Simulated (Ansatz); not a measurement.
AgCl2⁻ was relaxed with PBE0-D4 (def2-TZVPD) in Ansatz in these states: charge -1 quintet, charge -1 singlet, charge -1 triplet. The geometries follow in no particular order.

In the def2 sets Ag takes a core potential; there is no spin–orbit coupling.

A:

```csv
atom,x (Å),y (Å),z (Å)
Ag1,0.4197,-0.5670,-0.8895
Cl2,-1.3547,1.0330,-0.5732
Cl3,0.9350,-0.4659,1.4627
```

B:

Cartesian coordinates in Å:
```
Ag 0.000 0.000 0.000
Cl -2.120 0.143 0.970
Cl 2.120 -0.144 -0.970
```

C:

```
atom    x (Å)    y (Å)    z (Å)
 Ag1   0.4576  -0.2613   0.2871
 Cl2   2.8238  -0.8443   0.1550
 Cl3  -3.2814   1.1056  -0.4420
```

Q: Judge from the bond lengths which geometry belongs to which state (an estimate).

A: A is the charge -1 triplet (Ag1–Cl3 2.410 Å, Ag1–Cl2 2.410 Å); B is the charge -1 singlet (Ag1–Cl3 2.336 Å, Ag1–Cl2 2.336 Å); C is the charge -1 quintet (Ag1–Cl3 4.047 Å, Ag1–Cl2 2.441 Å).

At PBE0-D4/def2-TZVPD the highest occupied level of the charge -1 quintet lies above zero (up to 1.89 eV). The electron is either unbound and held by the finite basis, or the level is raised by self-interaction error. At PBE0-D4/def2-TZVPD a singlet lies 3.60 eV below the charge -1 triplet. At PBE0-D4/def2-TZVPD a singlet lies 9.96 eV below the charge -1 quintet. These are the stationary points nearest to one start from a short search; other shapes may lie lower in each state. The charge -1 quintet has come apart into loosely held pieces.
